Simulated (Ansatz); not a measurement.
Na2Cl3, relaxed as a doublet with UKS PBE-D4/def2-SVP in Ansatz, starting from the GFN1-xTB geometry. Force threshold 0.02 eV/Å.

The relaxation made no stability test and no search for a lower SCF solution. The structure comes from a short search, and lower isomers may exist.

Start:

```xyz
5

Na   -0.6986    2.0216    0.1653
Na    1.0894   -0.8074   -0.1081
Cl    1.6437    1.5400    0.4280
Cl   -0.6189   -2.5369    0.1477
Cl   -1.4156   -0.2173   -0.6329
```

Q: Estimate the energy that the relaxation releases and the steps that it takes.

A: 0.41 eV, in 11 steps; 13 s on 4 threads of Arm Neoverse V1 on a shared host. No frequencies were taken in this run, so the end may be a saddle point.

Q: Does the start keep its bonding?

A: Bonds formed: Na1–Cl4 (atoms count from 1). The end is the same structure that another start reached, the lowest one found.

Q: Predict the relaxed structure.

A: 
| atom | x (Å) | y (Å) | z (Å) |
| --- | --- | --- | --- |
| Na1 | -0.791 | 1.129 | 0.795 |
| Na2 | 1.253 | -0.722 | -0.665 |
| Cl3 | 1.685 | 1.486 | 0.474 |
| Cl4 | -0.828 | -1.596 | 0.863 |
| Cl5 | -1.318 | -0.297 | -1.467 |
Bond lengths (bridged metal pairs left out): 6 × Cl–Na 2.52 to 2.73 Å.
